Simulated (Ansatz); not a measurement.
Ansatz (an electronic-structure program) input:

Ansatz 0.2 input:
```yaml
crystal:
  periodic: [false, false, false]
  atoms:
    - {symbol: Ge, position_ang: [-0.00000000, -0.00000000, -1.55357291]}
    - {symbol: Te, position_ang: [0.00000000, 0.00000000, 0.95604486]}
basis:
  gaussian:
    orbitals: def2-TZVPD
hamiltonian:
  xc: {name: LC-wPBE}
total_charge: 1
magnetization: {spin_polarized: true, initial_magnetization: 1}
output: {forces: true}
```

Question: Which total energy does the run end on?

Answer: -2344.46689 Eh (LC-wPBE/def2-TZVPD). The basis has 113 functions.
